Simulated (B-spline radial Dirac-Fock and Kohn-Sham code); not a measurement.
Dipole and non-dipole photoemission parameters of Zr 3p3/2

System: atomic zirconium in the configuration 1s2 2s2 2p6 3s2 3p6 3d10 4s2 4p6 4d2 5s2; threshold 329.8 eV (tabulated edge). Method: Dirac-Hartree-Slater photoionisation with a Latter tail; cross sections with all multipoles, angular parameters from the dipole term and its interference with E2. Computed with a radial finite-basis atomic code.

For linearly polarised light dσ/dΩ = σ/(4π) [1 + β P₂(cos θ) + (δ + γ cos²θ) sin θ cos φ], with θ from the polarisation vector and φ the angle between the beam and the projection of the electron momentum on the plane normal to the polarisation.

```csv
hν (eV),σ (kb),β,γ,δ
466,396,1.012,0.228,0.053
472,?,?,?,?
730,241,1.494,0.058,0.005
800,211,1.536,0.021,0.003
916,170,1.581,-0.015,0.002
1000,147,1.601,-0.025,0.002
1253.6,97.7,1.630,-0.010,0.003
1300,91.1,1.632,-0.002,0.004
1370,82.3,1.634,0.012,0.004
2410,24.4,1.588,0.304,0.013
2900,15.7,1.552,0.442,0.018
3830,7.79,1.483,0.673,0.029
4590,4.83,1.429,0.835,0.038
4850,4.16,1.411,0.885,0.042
5040,3.75,1.398,0.920,0.044
6190,2.11,1.325,1.107,0.061
6700,1.69,1.294,1.179,0.068
8047.8,0.989,1.220,1.344,0.088
11000,0.385,1.082,1.610,0.134
12000,0.294,1.042,1.679,0.149
13100,0.223,1.000,1.747,0.165
```

Q: Give the values at 472 eV.

A: σ = 392 kb, β = 1.038, γ = 0.232, δ = 0.050.
